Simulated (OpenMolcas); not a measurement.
**Ti3+, Zr3+, Hf3+: d down the group**

```
Program             : OpenMolcas 26.06
Method              : RASSCF
Basis               : ANO-R2
Scalar Hamiltonian  : X2C, finite nucleus
Spin-orbit coupling : RASSI with atomic mean-field integrals over the reference wave functions, term energies averaged over their components
```

Active space for each ion: 7 electrons in 8 orbitals (RAS1 p, at most 2 holes; RAS2 d).

Computed levels in cm-1 above ²D_3/2:

```
                               Level  Ti3+  Zr3+  Hf3+
                              ²D_5/2   402  1493  6525
weight of ²D in the lowest level (%)   100   100   100
```

Measured, with the error of the calculation in %. Measured levels: Ti3+ from Corliss and Sugar, J. Phys. Chem. Ref. Data 8, 1 (1979); Zr3+ from the list in Rauch et al., Astron. Astrophys. 599, A142 (2017).

| Level | Ti3+ | Zr3+ |
| --- | --- | --- |
| ²D_5/2 | 382 (+5.2) | 1251 (+19.4) |

The fine-structure level ²D_5/2 changes by a factor of 16.2 from Ti3+ to Hf3+.

Without dynamic correlation excited terms often stand tens of per cent too high (terms of higher spin than the ground term too low), and those without a measured partner can miss by more than the paired ones. Active for correlation alone: 3p; no level in the range computed is led by a configuration that opens it, so any true level of that kind is missing (holds for Ti3+). Active for correlation alone: 4p; no level in the range computed is led by a configuration that opens it, so any true level of that kind is missing (holds for Zr3+). Active for correlation alone: 5p; no level in the range computed is led by a configuration that opens it, so any true level of that kind is missing (holds for Hf3+). Measured partners are found by configuration, term and J. A level has none where our copy of the source lacks it or the pairing is in doubt (some pairs that miss far off the trend of their configuration count as doubtful), and it then counts in no deviation. Only configurations of the active space appear.
